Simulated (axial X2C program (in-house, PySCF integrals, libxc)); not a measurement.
## GeF⁺ along the bond: M06, scalar-relativistic

All values were computed with an in-house all-electron X2C program for linear molecules (integrals from PySCF). Spin-free means the one-electron spin-free X2C Hamiltonian. Basis: Ge dyall-cv3z [9s9p7d4f1g], F dyall-av3z [7s6p3d2f] (cores contracted in-house); Gaussian nuclei, density fitting, unrestricted open shells. Masses: Ge 73.921 u, F 18.998 u.

State: M_S = 0, Λ = 0 (closed shell). Dipoles are positive if F is the positive end and refer to the centre of mass.

```csv
R (Å),μ (D),HOMO (eV),LUMO (eV)
1.458,-1.737,-17.65,-9.44
1.525,-2.128,-17.81,-9.64
1.575,-2.423,-17.89,-9.78
1.626,-2.718,-17.95,-9.92
1.676,-3.013,-17.98,-10.06
1.735,-3.355,-17.96,-10.21
1.793,-3.690,-17.90,-10.36
1.869,-4.110,-17.74,-10.54
1.961,-4.602,-17.23,-10.74
2.095,-5.269,-16.51,-11.01
```

Task: The minimum lies at 1.675 Å. What is the dipole moment there?

Result: At M06, spin-free, with the sign and origin stated: μ = -3.01 D.

One determinant describes the state; a PBE0 search over occupations chose it and may have missed a lower one. The closed shell is kept restricted, so the energy runs too high when the bond is stretched far.
